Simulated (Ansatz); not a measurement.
Born–Oppenheimer molecular dynamics of H$_{5}$NOZn (8 atoms, charge 0, multiplicity 1). It starts at the highest image of a converged band. Of that band: Neighbouring images differ by up to 1.8 eV, so the band resolves the path poorly. A vibrational analysis at the climbing image gives one clearly imaginary mode, 1759i cm⁻¹: a first-order saddle point.

Theory: Ansatz 0.2.0, RHF/def2-SVP.

```json
{
 "ensemble": "NVE (velocity Verlet)",
 "time step": "0.5 fs",
 "steps asked": "200",
 "starting velocities drawn for": "100 K",
 "seed": "10756"
}
```

Frames 1 fs apart, positions in Å.

Velocities at 10.0 fs (Å/ps):

```
Zn -1.42 -0.26 0.32
N 1.01 2.19 -4.66
O 1.07 -1.59 1.05
H 96.36 52.59 10.26
H -7.45 -37.43 21.70
H -5.46 -5.64 -2.99
H -19.91 8.46 -2.64
H -2.38 -6.33 1.17
```

```xyz
8
Properties=species:S:1:pos:R:3 time_fs=10.0 energy_less_start_eV=-0.729 T=1029
Zn -0.314 -0.523 0.369
N 0.630 0.925 -0.677
O -0.481 -1.861 1.602
H -0.306 0.892 -1.005
H -1.594 0.220 -0.826
H 1.299 0.720 -1.397
H 0.870 1.823 -0.275
H 0.249 -2.118 2.164
8
Properties=species:S:1:pos:R:3 time_fs=11.0 energy_less_start_eV=-0.582 T=849
Zn -0.315 -0.523 0.369
N 0.633 0.927 -0.681
O -0.479 -1.863 1.603
H -0.220 0.949 -1.003
H -1.602 0.178 -0.800
H 1.294 0.714 -1.401
H 0.850 1.831 -0.278
H 0.244 -2.123 2.163
8
Properties=species:S:1:pos:R:3 time_fs=12.0 energy_less_start_eV=-0.622 T=908
Zn -0.317 -0.523 0.369
N 0.640 0.930 -0.683
O -0.477 -1.864 1.604
H -0.186 1.013 -1.029
H -1.611 0.127 -0.765
H 1.291 0.708 -1.408
H 0.831 1.836 -0.282
H 0.235 -2.128 2.160
8
Properties=species:S:1:pos:R:3 time_fs=13.0 energy_less_start_eV=-1.024 T=1407
Zn -0.320 -0.524 0.370
N 0.652 0.934 -0.684
O -0.475 -1.865 1.605
H -0.212 1.084 -1.088
H -1.619 0.069 -0.723
H 1.292 0.704 -1.417
H 0.818 1.840 -0.286
H 0.227 -2.133 2.157
8
Properties=species:S:1:pos:R:3 time_fs=14.0 energy_less_start_eV=-1.077 T=1481
Zn -0.322 -0.525 0.370
N 0.665 0.938 -0.684
O -0.473 -1.866 1.606
H -0.259 1.155 -1.161
H -1.626 0.005 -0.675
H 1.299 0.702 -1.427
H 0.815 1.845 -0.287
H 0.223 -2.140 2.159
8
Properties=species:S:1:pos:R:3 time_fs=15.0 energy_less_start_eV=-0.869 T=1220
Zn -0.325 -0.526 0.370
N 0.677 0.943 -0.684
O -0.470 -1.866 1.606
H -0.290 1.216 -1.228
H -1.634 -0.063 -0.622
H 1.311 0.704 -1.435
H 0.825 1.852 -0.286
H 0.225 -2.150 2.164
8
Properties=species:S:1:pos:R:3 time_fs=16.0 energy_less_start_eV=-0.730 T=1043
Zn -0.328 -0.527 0.371
N 0.686 0.949 -0.687
O -0.468 -1.866 1.606
H -0.290 1.261 -1.278
H -1.644 -0.133 -0.567
H 1.326 0.710 -1.441
H 0.846 1.860 -0.283
H 0.230 -2.161 2.173
8
Properties=species:S:1:pos:R:3 time_fs=17.0 energy_less_start_eV=-0.804 T=1139
Zn -0.332 -0.528 0.371
N 0.693 0.957 -0.692
O -0.464 -1.866 1.607
H -0.253 1.288 -1.305
H -1.656 -0.204 -0.511
H 1.345 0.721 -1.440
H 0.878 1.866 -0.280
H 0.233 -2.172 2.180
8
Properties=species:S:1:pos:R:3 time_fs=18.0 energy_less_start_eV=-1.071 T=1478
Zn -0.335 -0.529 0.371
N 0.697 0.966 -0.699
O -0.460 -1.866 1.607
H -0.181 1.297 -1.309
H -1.672 -0.274 -0.459
H 1.365 0.737 -1.433
H 0.920 1.868 -0.276
H 0.232 -2.180 2.185
8
Properties=species:S:1:pos:R:3 time_fs=19.0 energy_less_start_eV=-1.307 T=1773
Zn -0.339 -0.530 0.372
N 0.699 0.977 -0.708
O -0.456 -1.866 1.608
H -0.085 1.291 -1.293
H -1.694 -0.341 -0.410
H 1.387 0.754 -1.420
H 0.969 1.863 -0.272
H 0.227 -2.187 2.185
8
Properties=species:S:1:pos:R:3 time_fs=20.0 energy_less_start_eV=-1.132 T=1549
Zn -0.343 -0.532 0.372
N 0.702 0.990 -0.717
O -0.450 -1.866 1.609
H 0.012 1.280 -1.272
H -1.722 -0.404 -0.368
H 1.411 0.772 -1.401
H 1.021 1.852 -0.269
H 0.218 -2.192 2.183
8
Properties=species:S:1:pos:R:3 time_fs=21.0 energy_less_start_eV=-0.802 T=1145
Zn -0.347 -0.534 0.373
N 0.707 1.002 -0.725
O -0.444 -1.865 1.611
H 0.070 1.280 -1.275
H -1.756 -0.462 -0.333
H 1.440 0.786 -1.379
H 1.073 1.834 -0.266
H 0.212 -2.198 2.182
```

Of the whole run (100 fs, mean temperature of the second half 1797 K): The conserved energy stayed within 1.5 meV per atom of its start (net change 0.0024 meV per atom), so the integration is sound. The system heated up, since it started high on the potential surface and ran downhill. A run of 0.1 ps of so small a system gives no equilibrium averages. The orbitals stay closed-shell, which can raise the energy where a bond breaks towards radicals; this wasn't checked here.

Run time: 2.8 min on 1 thread of Intel(R) Xeon(R) 6975P-C (Granite Rapids), with other jobs on the host, peak memory 0.16 GiB.
